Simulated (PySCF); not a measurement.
C4H7BO.

```xyz
13

C      2.1561    -1.1251     0.5029
C      1.2582    -0.3917     0.1291
B      0.1091     0.5300    -0.3402
O      0.3935     1.7856    -0.7803
C     -1.3889     0.0453    -0.3568
C     -1.8049    -0.8920     0.7842
H      2.9461    -1.7743     0.8337
H      1.3389     1.9859    -0.7694
H     -1.5188    -0.4795    -1.3259
H     -2.0516     0.9260    -0.4132
H     -1.7214    -0.3939     1.7642
H     -1.1629    -1.7864     0.8216
H     -2.8475    -1.2316     0.6763
```

Geometry optimised at B3LYP-D3(BJ)/def2-SVP. The structure was generated by enumeration, and PubChem lists no compound with its InChIKey, so it may never have been made. The values are those of a single conformer.

These are PySCF with PBE/pcSseg-1 values and carry that method's errors. Non-relativistic, no solvent.

Computed absolute GIAO shielding of each atom: isotropic value and principal components (ppm):
| atom | σ(iso) | σ11 | σ22 | σ33 | span |
|---|---|---|---|---|---|
| C1 | 81.4 | 10.7 | 17.3 | 216.3 | 205.6 |
| C2 | 89.3 | -15.0 | -3.7 | 286.7 | 301.8 |
| B3 | 54.1 | 12.3 | 56.8 | 93.2 | 80.9 |
| O4 | 125.3 | -50.6 | 153.9 | 272.6 | 323.2 |
| C5 | 160.8 | 148.2 | 161.3 | 173.0 | 24.8 |
| C6 | 168.3 | 158.3 | 166.9 | 179.7 | 21.5 |
| H7 | 28.5 | 24.3 | 24.9 | 36.4 | 12.1 |
| H8 | 25.3 | 21.6 | 22.9 | 31.5 | 9.9 |
| H9 | 30.4 | 26.7 | 28.8 | 35.7 | 9.0 |
| H10 | 30.0 | 25.8 | 29.6 | 34.8 | 9.0 |
| H11 | 30.3 | 26.8 | 28.1 | 36.0 | 9.1 |
| H12 | 29.8 | 25.7 | 29.1 | 34.6 | 8.9 |
| H13 | 30.1 | 25.5 | 27.8 | 36.8 | 11.3 |
